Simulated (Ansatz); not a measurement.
Cartesian coordinates in Å:
```
C 1.319 -0.531 0.936
Si 0.081 -0.250 -0.430
C -1.053 -1.715 -0.652
N -0.909 1.133 -0.078
P -0.411 2.744 0.156
H 1.967 -1.378 0.694
H 1.958 0.343 1.078
H 0.817 -0.742 1.884
H 0.840 -0.001 -1.693
H -1.769 -1.546 -1.460
H -0.477 -2.610 -0.902
H -1.611 -1.923 0.265
H -1.908 1.044 -0.171
H 0.541 2.579 1.203
H 0.613 2.853 -0.831
```

The species carries charge 0 and has multiplicity 1.

(1) List the PBE/def2-TZVPP orbital energies in eV (Ansatz). (Best estimate.)

Results:

(1) The calculation gave: Occupied: -2076.28, -1779.40, -380.20, -268.52, -268.37, -171.51, -137.10, -123.02, -122.96, -122.85, -93.86, -93.82, -93.80, -21.38, -17.50, -16.89, -15.18, -12.66, -10.72, -10.43, -10.16, -9.68, -9.65, -9.41, -9.14, -7.69, -7.54, -6.03, -5.91. Lowest empty: -0.56, 0.14, 0.46, 0.67, 0.96, 1.14, 1.71, 1.90.
